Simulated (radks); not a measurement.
The numbers below are computed, except where a source is named.
Isoelectronic series with 19 electrons, all held in the configuration [Ar] 4s1, which need not be the ground one along the series. Level of theory: Dirac Kohn-Sham, PBE, spin-unpolarised, spherical densities, point nucleus (a radial shooting solver on a logarithmic mesh with Libxc functionals). Total energies (hartree) and orbital eigenvalues (eV):

| ion | E (hartree) | 4s1/2 | 3p3/2 | 3p1/2 |
|---|---|---|---|---|
| K | -602.08996 | -2.3190 | -18.7229 | -18.9895 |
| Ti3+ | -851.44576 | -29.0943 | -77.7138 | -78.4391 |
| Mn6+ | -1146.83846 | -73.8487 | -166.6870 | -168.2576 |
| Ni9+ | -1488.53349 | -135.0577 | -283.9431 | -286.9098 |
| Ga12+ | -1876.94655 | -212.4066 | -429.0609 | -434.1721 |
| Se15+ | -2312.58982 | -305.8439 | -601.8996 | -610.1356 |
| Rb18+ | -2796.06117 | -415.4291 | -802.4318 | -815.0412 |
| Zr21+ | -3328.04349 | -541.2853 | -1030.689 | -1049.229 |
| Tc24+ | -3909.30805 | -683.5815 | -1286.739 | -1313.120 |
| Pd27+ | -4540.72016 | -842.5255 | -1570.679 | -1607.210 |
| In30+ | -5223.24652 | -1018.361 | -1882.625 | -1932.067 |
| Te33+ | -5957.96436 | -1211.367 | -2222.714 | -2288.339 |
| Cs36+ | -6746.0723 | -1421.859 | -2591.098 | -2676.752 |
| Ce39+ | -7588.9031 | -1650.194 | -2987.947 | -3098.124 |
| Pm42+ | -8487.9392 | -1896.769 | -3413.445 | -3553.369 |
| Gd45+ | -9444.8306 | -2162.029 | -3867.793 | -4043.511 |
